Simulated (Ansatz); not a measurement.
CH5ClFNSi2. Charge 0, multiplicity 1. The bonds changed during the relaxation, so this is another structure than the one it started from. The structure was optimised at the PBE0-D4/def2-TZVP level. It is one conformer, not always the lowest.

```xyz
11

F     0.992   -1.248    1.645
C     0.620    0.091    1.661
Si    0.482    0.754   -0.103
N    -0.706   -0.120   -1.025
Si   -0.344   -1.209   -2.304
Cl   -2.301   -1.853   -2.743
H    -0.331    0.175    2.200
H     1.371    0.651    2.231
H     0.121    2.193    0.000
H    -1.677   -0.012   -0.754
H     1.774    0.577   -0.809
```

Task: What is the dipole moment at ωB97M-V/def2-TZVPP? (Estimate.)

Result: Ansatz gave: 3.02 D, with components (0.05, 2.59, 1.56) D in this frame, pointing from negative to positive charge.

Task: And with PBE, r2SCAN, B3LYP? (Best estimate.)

Result: The calculation gave: PBE 3.02 D, r2SCAN 3.15 D, B3LYP 3.08 D.

Task: Give the Mulliken charges with ωB97M-V, B3LYP, r2SCAN in def2-TZVPP. (An estimate is asked.)

Result: Computed: 
```
atom  ωB97M-V  B3LYP  r2SCAN
  F1    -0.24  -0.25   -0.24
  C2    -0.07  -0.01    0.05
 Si3     0.28   0.35    0.37
  N4    -0.27  -0.27   -0.35
 Si5     0.28   0.29    0.33
 Cl6    -0.26  -0.28   -0.28
  H7     0.10   0.09    0.05
  H8     0.11   0.09    0.06
  H9    -0.03  -0.07   -0.08
 H10     0.10   0.12    0.13
 H11     0.00  -0.05   -0.05
```

B3LYP here is the variant with VWN-RPA as its local correlation; programs differ in this.
